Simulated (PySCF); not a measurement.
# One molecule, several mistakes: BCGeH7Si

Calculated results; nothing here was measured. They come from PySCF 2.14.0, an open-source quantum chemistry program, on an isolated molecule that a program drew, which may never have been made. The molecule is BCGeH7Si (charge 0, singlet), drawn as the SMILES string `[CH2]=[GeH][BH][SiH3]`.

Each row is a Hartree-Fock (HF) and frozen-core CCSD(T) single point in the cc-pV(D+d)Z basis, meant for a local HF minimum. Run 1 is clean. Each other run has one planted mistake out of seven kinds, and not every kind appears here: one electron removed, one electron added, multiplicity raised by two, geometry at a saddle point, minimal basis STO-3G, one bond length entered in bohr, all coordinates scaled. The reference is restricted for singlets and unrestricted otherwise, and also for a bond in bohr. Adding or removing an electron swaps singlet and doublet. Electrons count all cores. HOMO and LUMO are orbital energies over both spins, the gradient is its largest component, and the lowest frequency (negative if imaginary) is given only where the gradient is small. Bond lengths are over the 10 bonds as drawn. T1 is the CCSD diagnostic: over 0.02 (restricted) or 0.045 (unrestricted) a single reference is doubtful. Germanium has the cc-pVDZ-PP basis, with a core potential (ECP10MDF) in place of its 10 inner electrons, and its 3s, 3p and 3d shells are frozen in CCSD(T).

Geometry of the clean run:
```xyz
11
BCGeH7Si, angstrom
C    -1.8505   -0.1428   -0.4321
Ge   -0.4926    0.8394    0.1609
B     0.6113    0.2513    1.7837
Si    0.2661   -1.4600    2.8357
H    -2.4554    0.1373   -1.2868
H    -2.1236   -1.0734    0.0516
H    -0.1844    2.1337   -0.5855
H     1.5157    0.9559    2.1364
H    -0.8704   -2.2609    2.3220
H     1.4876   -2.3049    2.7962
H    -0.0140   -1.1076    4.2515
```

```
run  electrons  basis functions  <S^2>  HOMO (eV)  LUMO (eV)  gradient (hartree/bohr)  lowest frequency (cm^-1)  mean bond (Å)  longest bond (Å)      T1  HF (hartree)  CCSD(T) (hartree)                     mistake
  1         64              109  0.000      -8.25       0.32                  9.8e-06                        63         1.5211             2.049  0.0177    -648.84669         -649.34969                    no fault
  2         64              109  2.018      -6.99      -0.28                  8.6e-02                         -         1.5211             2.049  0.0150    -648.82211         -649.28622  multiplicity raised by two
  3         65              109  1.000      -1.75       7.17                  4.2e-02                         -         1.5211             2.049  0.0329    -648.87648         -649.38552          one electron added
  4         64              109  1.407      -8.22       0.47                  4.0e-02                         -         1.6176             2.049  0.0665    -648.73368         -649.20914                           ?
```

**Which mistake was planted in run 4, and what did it cost?**

The mean bond changes by a factor of 1.063 and the longest by 1.000, so the molecule wasn't scaled as a whole. A length L in bohr read as angstrom grows by (1/0.5292 - 1) L = 0.890 L. The 10 bonds together grew by 10 x 0.0965 = 0.965 Å, which gives L = 1.085 Å. That is the length of one of the C-H bonds, 1.084 Å in the clean geometry. So the mistake is: one bond length entered in bohr. Subtracting run 1 and multiplying by 627.51 kcal/mol a hartree, the energy moved by 70.9 kcal/mol in HF and 88.2 kcal/mol in CCSD(T).

Cautions from the logs. Run 4: T1 is over the limit, so its CCSD(T) energy is less reliable.
